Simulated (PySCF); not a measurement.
# PrP from Hartree–Fock to correlated methods

State: triplet, about 2.3 electrons in the 4f shell (Mulliken), real f orbitals that mix terms. Set-up: basis Pr x2c-SVPall, P x2c-SVPall; spin-free X2C with a Gaussian nucleus; PySCF 2.14. De refers to Pr (4f3 6s2) + P in their high-spin ground configurations, without counterpoise correction. The functionals are run spin-unrestricted. A positive dipole means Pr(−)P(+). Levels whose curve was spin-contaminated or gave no clean fit are not listed.

```json
{"Level": "ROHF", "Re (Å)": "2.350", "ωe (cm⁻¹)": "468", "De (eV)": "n/a", "μ (D)": "-9.90"}
{"Level": "ROHF-MP2", "Re (Å)": "2.368", "ωe (cm⁻¹)": "411", "De (eV)": "n/a", "μ (D)": "n/a"}
{"Level": "ROHF-SCS-MP2", "Re (Å)": "2.375", "ωe (cm⁻¹)": "410", "De (eV)": "n/a", "μ (D)": "n/a"}
{"Level": "PBE0", "Re (Å)": "2.324", "ωe (cm⁻¹)": "447", "De (eV)": "2.75", "μ (D)": "-7.50"}
{"Level": "ωB97X", "Re (Å)": "2.288", "ωe (cm⁻¹)": "482", "De (eV)": "2.16", "μ (D)": "-8.66"}
```

The bond length runs from 2.288 Å (ωB97X) to 2.375 Å (ROHF-SCS-MP2).

Correlated steps freeze 23 core orbitals. Spin–orbit coupling is left out, which matters for elements this heavy, above all for dissociation energies. With d or f electrons several states lie close, and the lowest PBE0 determinant need not be the measured ground state.

The whole job (state search and all levels along the bond) took about 18 min on 2 threads of Intel Xeon Platinum 8488C (shared host), peak memory 4.6 GiB.
